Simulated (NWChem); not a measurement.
Species: C$_{2}$H$_{6}$N, doublet; SMILES C[N]C

```xyz
9

C      1.2074     0.0004     0.1557
N      0.0000     0.0000    -0.5954
C     -1.2074    -0.0004     0.1557
H      1.8214    -0.8765    -0.1273
H      1.0858     0.0017     1.2584
H      1.8217     0.8766    -0.1288
H     -1.0858    -0.0017     1.2584
H     -1.8217    -0.8766    -0.1288
H     -1.8214     0.8765    -0.1273
```
Atoms are numbered in this order, from 1.

This is a stationary point of PBE0/def2-SVP, spin-unrestricted (NWChem), point group C2v. 

### Question
Is it a minimum? If not, what does it relax to?

### Answer
No. It has an imaginary frequency of 124i cm⁻¹. Following that mode (on a finer grid) lowers the energy by 1.1 kcal/mol and ends, with real frequencies alone, at point group C2v:
```xyz
9

C      1.1849     0.0242     0.1500
N      0.0002    -0.4833    -0.4570
C     -1.1848     0.0235     0.1499
H      2.0850    -0.3831    -0.3340
H      1.2294    -0.2227     1.2320
H      1.2311     1.1324     0.0940
H     -1.2297    -0.2243     1.2317
H     -2.0848    -0.3836    -0.3347
H     -1.2313     1.1318     0.0948
```
